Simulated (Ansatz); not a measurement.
AlFH2 (SMILES [F][AlH2]) moved off its minimum; all values from Ansatz (a quantum-chemistry and plane-wave program), cores frozen in correlated methods.
(charge 0, multiplicity 1)
```xyz
4

Al    -0.1981    -0.5022     0.1468
H      0.4618    -1.2933     1.3082
H     -1.5744    -0.9198    -0.5872
F      0.4654     0.9064    -0.2465
```

Question: Give the forces (eV/Å), the total energy and the dipole at CCSD(T)/aug-cc-pV(T+d)Z.

Answer: 
| atom | Fx | Fy | Fz |
|---|---|---|---|
| Al1 | -1.347 | -1.266 | 0.143 |
| H2 | 0.167 | -0.208 | 0.158 |
| H3 | 0.494 | 0.104 | 0.169 |
| F4 | 0.686 | 1.371 | -0.470 |
Energy -343.0069 hartree, dipole 1.16 D.
